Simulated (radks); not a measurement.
Numerical settings for neutral silver, [Kr] 4d10 5s1. All-electron calculation, Dirac Kohn-Sham, PBE, spin-unpolarised, spherical densities, point nucleus. Program: a radial shooting solver on a logarithmic mesh with Libxc functionals. The defaults (mesh step 0.008 in ln r, mesh end at 40 bohr or more with all orbitals vanishing there, Anderson mixing 0.5 over 9 steps, residual threshold near 1e-9 with the energy settled to 1e-9 hartree or 1e-11 of itself, here a cap of 57 iterations) give E = -5317.2406 hartree and 5s1/2 at -4.406 eV in 15 iterations. Run on one thread of a shared host, so times are rough (Intel(R) Xeon(R) Platinum 8488C): 0.25 s of CPU time, 0.25 s wall, 15 iterations on 2725 mesh points. Changes against that run (0 stands for a change within the tolerance of the run):

setting	iterations	converged	E (mhartree)	e(5s1/2) (meV)	CPU (s)
mesh step in ln r 0.08	5	no	diverged	-	0.03
mesh step in ln r 0.02	15	yes	0	0	0.11
mesh step in ln r 0.12	2	no	diverged	-	0.04
mesh end (bohr) 8	15	yes	+2.49	+161	0.16
mesh end (bohr) 5	14	yes	+75.4	+2.48e+03	0.15
residual threshold 0.01	10	yes	0	+0.876	0.13
residual threshold 0.001	10	yes	0	+0.876	0.14
mixing 0.05	25	yes	0	0	0.3
linear mixing, mixing 0.2	57	no	0	-0.00414	0.49
linear mixing, mixing 0.05	57	no	+0.226	-242	0.59
mixing history 2	26	yes	0	0	0.26
iteration cap 3	3	no	+3.26	-827	0.06

Settings that end as converged yet miss the energy by more than 1 mhartree: mesh end (bohr) 8 (+0.00249 hartree); mesh end (bohr) 5 (+0.0754 hartree). A mesh that ends early acts as a hard wall.
